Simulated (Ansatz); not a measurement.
```yaml
crystal:
  periodic: [false, false, false]
  atoms:
    - {symbol: B, position_ang: [0.496160, 1.283873, 0.923454]}
    - {symbol: C, position_ang: [0.650017, 0.026406, 0.105040]}
    - {symbol: C, position_ang: [-0.391104, -0.608774, -0.458455]}
    - {symbol: O, position_ang: [-0.312576, -1.710372, -1.183024]}
    - {symbol: F, position_ang: [-1.643330, -0.192447, -0.348581]}
    - {symbol: H, position_ang: [-0.582359, 1.769075, 1.102521]}
    - {symbol: H, position_ang: [1.460032, 1.807060, 1.401833]}
    - {symbol: H, position_ang: [1.605937, -0.449965, -0.084609]}
    - {symbol: H, position_ang: [-1.194377, -1.971159, -1.475280]}
basis:
  gaussian: {orbitals: def2-TZVPP}
magnetization: {spin_polarized: true, initial_magnetization: 1}
hamiltonian: {xc: {name: revPBE}, dispersion: d3bj}
output: {forces: true}
```

```sh
$ ansatz run in.yaml --threads 2 --pin off --events-out ev --progress --plain --max-ram 4352MiB
```

Shortened log:

```
Error: a molecule whose nuclei and cores have a total charge of 38 cannot have a net charge of 0 together with 1 unpaired electrons
```

Question: What is wrong with this run?

Answer: The number of unpaired electrons doesn't fit the electron count. The input was rejected before any iteration.
